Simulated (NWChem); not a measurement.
System: C2H4OS; SMILES CSC=O

Here is an NWChem input.

```
start job
memory heap 200 mb stack 900 mb global 1100 mb
geometry units angstroms noautosym
  C      1.098374     1.126694     0.007621
  S     -0.668370     0.693181     0.008928
  C     -0.517198    -1.080296    -0.004121
  O      0.526018    -1.699474    -0.020890
  H      1.642101     0.455705    -0.747092
  H      1.158906     2.230207    -0.300000
  H      1.540155     0.977630     1.055868
  H     -1.535990    -1.559217    -0.002042
end
basis spherical
  * library def2-svp
end
dft
  xc xpbe96 cpbe96
  disp vdw 4
  grid fine
  iterations 150
end
driver
  maxiter 120
  tight
end
task dft optimize
task dft freq
```

NWChem printed, in part:

```
             Northwest Computational Chemistry Package (NWChem) 7.3.0
             --------------------------------------------------------

                             Geometry "geometry" -> ""
                             -------------------------

 Output coordinates in angstroms (scale by  1.889725989 to convert to a.u.)

  No.       Tag          Charge          X              Y              Z
 ---- ---------------- ---------- -------------- -------------- --------------
    1 C                    6.0000     1.10321270     1.12974858     0.00753445
    2 S                   16.0000    -0.66353130     0.69623558     0.00884145
    3 C                    6.0000    -0.51235930    -1.07724143    -0.00420755
    4 O                    8.0000     0.53085670    -1.69641943    -0.02097655
    5 H                    1.0000     1.64693970     0.45875958    -0.74717855
    6 H                    1.0000     1.16374470     2.23326158    -0.30008655
    7 H                    1.0000     1.54499370     0.98068458     1.05578145
    8 H                    1.0000    -1.53115130    -1.55616243    -0.00212855

 Effective nuclear repulsion energy (a.u.)     154.8204814816

                                Z-matrix (autoz)
                                --------

 Units are Angstrom for bonds and degrees for angles

      Type          Name      I     J     K     L     M      Value
      ----------- --------  ----- ----- ----- ----- ----- ----------
    1 Stretch                  1     2                       1.81915
    2 Stretch                  1     5                       1.14693
    3 Stretch                  1     6                       1.14719
    4 Stretch                  1     7                       1.14726
    5 Stretch                  2     3                       1.77996
    6 Stretch                  3     4                       1.21324
    7 Stretch                  3     8                       1.12575
    8 Bend                     1     2     3                98.91382
    9 Bend                     2     1     5               108.75184
   10 Bend                     2     1     6               106.30024
   11 Bend                     2     1     7               110.02076
   12 Bend                     2     3     4               125.56459
   13 Bend                     2     3     8               110.30404
   14 Bend                     4     3     8               124.13006
   15 Bend                     5     1     6               111.17947
   16 Bend                     5     1     7               110.03963
   17 Bend                     6     1     7               110.46741
   18 Torsion                  1     2     3     4          -0.56568
   19 Torsion                  1     2     3     8         179.83931
   20 Torsion                  3     2     1     5          43.56922
   21 Torsion                  3     2     1     6         163.35753
   22 Torsion                  3     2     1     7         -77.01855

  pbe96 is a nonlocal functional; adding pw91lda local functional.

                           NWChem Geometry Optimization
                           ----------------------------

 maximum gradient threshold         (gmax) =   0.000015
 rms gradient threshold             (grms) =   0.000010
 maximum cartesian step threshold   (xmax) =   0.000060
 rms cartesian step threshold       (xrms) =   0.000040
 fixed trust radius                (trust) =   0.300000
 source of zmatrix                         =   autoz

          -------------------
          Energy Minimization
          -------------------

 Using diagonal initial Hessian
 Scaling for Hessian diagonals: bonds = 1.00  angles = 0.25  torsions = 0.10

          --------
          Step   0

                                 NWChem DFT Module
                                 -----------------

[...]

      ----------------------
      Optimization converged
      ----------------------

  Step       Energy      Delta E   Gmax     Grms     Xrms     Xmax
  ---- ---------------- -------- -------- -------- -------- --------
@   24    -551.44620308 -3.0D-08  0.00001  0.00000  0.00002  0.00003
                                     ok       ok       ok       ok

                                Z-matrix (autoz)
                                --------

 Units are Angstrom for bonds and degrees for angles

      Type          Name      I     J     K     L     M      Value     Gradient
      ----------- --------  ----- ----- ----- ----- ----- ---------- ----------
    1 Stretch                  1     2                       1.81793   -0.00000
    2 Stretch                  1     5                       1.10965   -0.00000
    3 Stretch                  1     6                       1.10585   -0.00000
    4 Stretch                  1     7                       1.10585   -0.00000
    5 Stretch                  2     3                       1.78414    0.00000
    6 Stretch                  3     4                       1.21302   -0.00001
    7 Stretch                  3     8                       1.12405    0.00000
    8 Bend                     1     2     3                99.83715   -0.00000
    9 Bend                     2     1     5               106.81752    0.00000
   10 Bend                     2     1     6               109.70519    0.00000
   11 Bend                     2     1     7               109.70518    0.00000
   12 Bend                     2     3     4               126.63088   -0.00000
   13 Bend                     2     3     8               109.55566   -0.00000
   14 Bend                     4     3     8               123.81347    0.00000
   15 Bend                     5     1     6               110.29712   -0.00000
   16 Bend                     5     1     7               110.29783    0.00000
   17 Bend                     6     1     7               109.96568   -0.00000
   18 Torsion                  1     2     3     4           0.00011    0.00000
   19 Torsion                  1     2     3     8         179.99995   -0.00000
   20 Torsion                  3     2     1     5          -0.00129    0.00000
   21 Torsion                  3     2     1     6         119.54862   -0.00000
   22 Torsion                  3     2     1     7        -119.55203   -0.00000

                         Geometry "geometry" -> "geometry"
                         ---------------------------------

 Output coordinates in angstroms (scale by  1.889725989 to convert to a.u.)

[...]

 Rotational Constants
 --------------------
 A=   0.364965 cm-1  (  0.525092 K)
 B=   0.163430 cm-1  (  0.235134 K)
 C=   0.115438 cm-1  (  0.166086 K)

 Temperature                      =   298.15K
 frequency scaling parameter      =   1.0000

 Zero-Point correction to Energy  =   35.124 kcal/mol  (  0.055974 au)
 Thermal correction to Energy     =   38.294 kcal/mol  (  0.061026 au)
 Thermal correction to Enthalpy   =   38.886 kcal/mol  (  0.061970 au)

 Total Entropy                    =   71.741 cal/mol-K
   - Translational                =   38.882 cal/mol-K (mol. weight =  75.9983)
   - Rotational                   =   24.953 cal/mol-K (symmetry #  =        1)
   - Vibrational                  =    7.906 cal/mol-K

 Cv (constant volume heat capacity) =   16.080 cal/mol-K
   - Translational                  =    2.979 cal/mol-K
   - Rotational                     =    2.979 cal/mol-K
   - Vibrational                    =   10.121 cal/mol-K

[normal modes left out]

 ----------------------------------------------------------------------------
 Normal Eigenvalue ||           Projected Infra Red Intensities
  Mode   [cm**-1]  || [atomic units] [(debye/angs)**2] [(KM/mol)] [arbitrary]
 ------ ---------- || -------------- ----------------- ---------- -----------
    1       -0.000 ||    0.000093           0.002         0.091       0.040
    2       -0.000 ||    0.000197           0.005         0.192       0.085
    3        0.000 ||    0.000598           0.014         0.583       0.258
    4        0.000 ||    0.000327           0.008         0.319       0.141
    5        0.000 ||    0.000249           0.006         0.243       0.107
    6        0.000 ||    0.000004           0.000         0.004       0.002
    7      126.008 ||    0.000002           0.000         0.002       0.001
    8      250.739 ||    0.011356           0.262        11.071       4.901
    9      279.371 ||    0.012525           0.289        12.210       5.406
   10      524.931 ||    0.003379           0.078         3.294       1.458
   11      695.752 ||    0.023842           0.550        23.243      10.290
   12      752.575 ||    0.084898           1.959        82.763      36.642
   13      879.329 ||    0.004783           0.110         4.663       2.064
   14      944.434 ||    0.018517           0.427        18.052       7.992
   15      950.194 ||    0.000384           0.009         0.374       0.166
   16     1260.652 ||    0.010535           0.243        10.270       4.547
   17     1308.449 ||    0.008833           0.204         8.611       3.812
   18     1398.374 ||    0.010678           0.246        10.409       4.609
   19     1404.417 ||    0.009659           0.223         9.416       4.169
   20     1745.601 ||    0.263206           6.072       256.586     113.598
   21     2886.886 ||    0.070370           1.623        68.600      30.371
   22     2975.854 ||    0.017259           0.398        16.825       7.449
   23     3089.730 ||    0.002796           0.064         2.725       1.207
   24     3108.358 ||    0.001589           0.037         1.549       0.686
 ----------------------------------------------------------------------------
```

Level: PBE-D3(BJ)/def2-SVP.
